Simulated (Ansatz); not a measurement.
Pair of molecules: H2S (SMILES S) (first 3 atoms) with CH5N (SMILES CN); geometry from B3LYP-D3(BJ)/def2-TZVP.
(charge 0, multiplicity 1):
| atom | x (Å) | y (Å) | z (Å) |
|---|---|---|---|
| S | 0.2986 | 0.1311 | -0.1314 |
| H | 0.5133 | 0.2579 | 1.2085 |
| H | 0.5767 | -1.1820 | -0.1245 |
| C | -0.6937 | -0.3746 | 3.6384 |
| N | 0.5120 | 0.3754 | 3.2790 |
| H | -0.5821 | -1.4084 | 3.3094 |
| H | -1.5462 | 0.0442 | 3.1032 |
| H | -0.9250 | -0.3785 | 4.7100 |
| H | 1.3326 | -0.0096 | 3.7309 |
| H | 0.4385 | 1.3441 | 3.5659 |

Basis-set superposition error: the interaction energy with monomers in their own basis, and in the dimer's basis (counterpoise).

Programs: Ansatz (Gaussian orbitals). Values without a source in brackets are computed.

| level | uncorrected (meV) | counterpoise (meV) | difference |
|---|---|---|---|
| SVWN5/def2-TZVPPD | -359.6 | -353.0 | 6.5 |
| PBE/def2-TZVPPD | -201.1 | -195.7 | 5.4 |
| revPBE/def2-TZVPPD | -117.8 | -112.3 | 5.5 |
| B3LYP/def2-TZVPPD | -133.9 | -129.1 | 4.8 |
| PBE0/def2-TZVPPD | -183.7 | -179.3 | 4.4 |
| CAM-B3LYP/def2-TZVPPD | -157.7 | -152.7 | 5.0 |
| wB97X-V/def2-TZVPPD | -184.8 | -180.4 | 4.4 |
| MP2/aug-cc-pV(D+d)Z | -229.1 | -170.1 | 59.0 |
| SCS-MP2/aug-cc-pV(T+d)Z | -172.9 | -145.5 | 27.4 |
| CCSD(T)/aug-cc-pV(D+d)Z | -206.3 | -144.6 | 61.7 |

The error is largest for CCSD(T)/aug-cc-pV(D+d)Z (61.7 meV) and smallest for wB97X-V/def2-TZVPPD (4.4 meV).

Ansatz is a first-principles code.
